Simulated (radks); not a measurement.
Results of a calculation; reference values are marked as such.
Ionisation of the tin ion Sn+, [Kr] 4d10 5s2 5p1, to [Kr] 4d10 5s2 as the strength of local exchange is varied. Code: a radial shooting solver on a logarithmic mesh with Libxc functionals. Model: scalar-relativistic Kohn-Sham, Slater X-alpha exchange (alpha = 2/3 is LDA exchange), no correlation, spin-polarised, spherical densities, finite nucleus; open shells are filled with parallel spins first (spin-orbit coupling, left out, can overturn this in heavy ions); Fermi nuclear charge, rms radius 4.6519 fm.

alpha,E(Sn+) (hartree),exchange (hartree),IE (eV),-e of the level emptied (eV),<r> of it (bohr)
0.58,-6146.64147,-133.88866,12.666,9.180 (5p),3.008
0.667,-6166.80237,-154.46215,13.424,9.916 (5p),2.931
0.833,-6205.44811,-194.07045,14.931,11.392 (5p),2.798
1.007,-6246.20640,-236.08395,16.592,13.037 (5p),2.675
1.008,-6246.44138,-236.32687,16.602,13.047 (5p),2.674
1.031,-6251.84830,-241.91871,16.828,13.272 (5p),2.659
1.043,-6254.67107,-244.83971,16.946,13.390 (5p),2.651

NIST Atomic Spectra Database: 14.633 eV (measured). The Delta-SCF value meets it near alpha = 0.80. Open shells are spherical and high-spin; term and fine-structure splittings are not resolved. Spin-orbit splitting is averaged out at the scalar-relativistic level.
